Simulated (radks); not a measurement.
The numbers below are computed, except where a source is named.
The bromine ion Br+ inside a hard spherical wall (all orbitals vanish at R), configuration held at [Ar] 3d10 4s2 4p4 and not refilled when levels cross. Code: a radial shooting solver on a logarithmic mesh with Libxc functionals. Model: non-relativistic Kohn-Sham, LDA (Slater exchange, Perdew-Wang correlation), spin-polarised, spherical densities, point nucleus; open shells are filled with parallel spins first. Eigenvalues in eV for spin up, with the zero of energy where the potential of the charges vanishes at infinity; a dash marks a level that is unbound or too diffuse for the functional's potential to be trusted. A positive occupied level is held by the wall or, in an anion where self-interaction has pushed it up, behind a barrier. The pressure on the wall is -dE/dV.

| R (bohr) | E (hartree) | kinetic (hartree) | e(3p) | e(3d) | e(4s) | e(4p) | e(5s, empty) | e(4d, empty) | pressure (GPa) |
|---|---|---|---|---|---|---|---|---|---|
| free | -2570.16636 | 2567.955 | -182.60 | -79.841 | -30.466 | -18.280 | -5.580 | -4.001 | 0 |
| 20 | -2570.16636 | 2567.955 | -182.60 | -79.841 | -30.466 | -18.280 | -5.580 | -4.001 | < 0.0001 |
| 12 | -2570.16636 | 2567.955 | -182.60 | -79.841 | -30.466 | -18.280 | -5.571 | -3.993 | < 0.0001 |
| 10 | -2570.16636 | 2567.955 | -182.60 | -79.841 | -30.466 | -18.280 | -5.518 | -3.962 | < 0.0001 |
| 8 | -2570.16631 | 2567.956 | -182.59 | -79.837 | -30.463 | -18.277 | -5.199 | -3.809 | 0.00339 |
| 6 | -2570.16372 | 2567.984 | -182.47 | -79.714 | -30.370 | -18.179 | -3.265 | -3.013 | 0.343 |
| 3 | -2569.21012 | 2572.711 | -171.74 | -69.127 | -21.467 | -7.375 | 46.751 | 16.446 | 497 |
| 2.5 | -2567.51497 | 2579.138 | -162.20 | -59.736 | -10.515 | 5.754 | 94.067 | 34.875 | 2080 |
